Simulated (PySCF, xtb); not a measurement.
CHBrClF, SMILES F[C@H](Cl)Br.

Harmonic wavenumbers (cm⁻¹) from xtb 6.7.1 with GFN2-xTB at its own minimum, in rising order: 195, 278, 383, 576, 666, 1058, 1128, 1213, 2921.

What does B3LYP-D3(BJ)/def2-SVP (PySCF 2.14.0) give at its own minimum? (Estimate from the structure and the level; the computed values follow.)

220, 309, 424, 648, 761, 1141, 1207, 1331, 3146. Paired by order, the mean absolute difference is 85 cm⁻¹ and the zero-point energies are 12.0 and 13.1 kcal/mol.
